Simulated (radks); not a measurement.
Pd+, configuration [Kr] 4d(up 4.875, down 4.125) (fractional occupations, a model configuration).

All-electron calculation, scalar-relativistic Kohn-Sham, SCAN, spin-polarised, spherical densities, finite nucleus; meta-GGA in the generalised Kohn-Sham scheme; Fermi nuclear charge, rms radius 4.5318 fm. Program: a radial shooting solver on a logarithmic mesh with Libxc functionals.

Energy parts (eV):
total: -137323.009
kinetic: 142439.846
electron-nucleus: -331327.330
Hartree: 55495.934
exchange-correlation: -3931.459

Orbitals (lengths in bohr, moments of r in powers of bohr):
| orbital | occ. | eigenvalue (eV) | <1/r> |
|---|---|---|---|
| 1s up | 1 | -24225.28 | 48.23 |
| 1s down | 1 | -24225.28 | 48.23 |
| 2s up | 1 | -3561.473 | 10.96 |
| 2s down | 1 | -3561.335 | 10.96 |
| 2p up | 3 | -3190.737 | 10.58 |
| 2p down | 3 | -3190.625 | 10.58 |
| 3s up | 1 | -657.4413 | 3.839 |
| 3s down | 1 | -657.3870 | 3.839 |
| 3p up | 3 | -534.4383 | 3.651 |
| 3p down | 3 | -534.3635 | 3.651 |
| 3d up | 5 | -340.0357 | 3.418 |
| 3d down | 5 | -339.9000 | 3.418 |
| 4s up | 1 | -99.6475 | 1.444 |
| 4s down | 1 | -98.9692 | 1.446 |
| 4p up | 3 | -64.5068 | 1.296 |
| 4p down | 3 | -63.7975 | 1.297 |
| 4d up | 4.875 | -15.0251 | 0.9350 |
| 4d down | 4.125 | -14.3731 | 0.9305 |

The highest occupied level is 4d down at -14.373 eV. Spin moment in Bohr magnetons: 0.75. The spin density at the nucleus is -0.6756 e/bohr^3 (1s -0.0240, 2s -0.2621, 3s 0.2630, 4s -0.6525). Summed over all electrons, <r^2> = 35.74 bohr^2, which gives a Langevin (diamagnetic) susceptibility term of -28.3 x 10^-6 cm^3/mol. The electron density at the nucleus is 1.359e+05 e/bohr^3 (large components only). The density falls to 0.001 e/bohr^3 at r = 3.64 bohr.
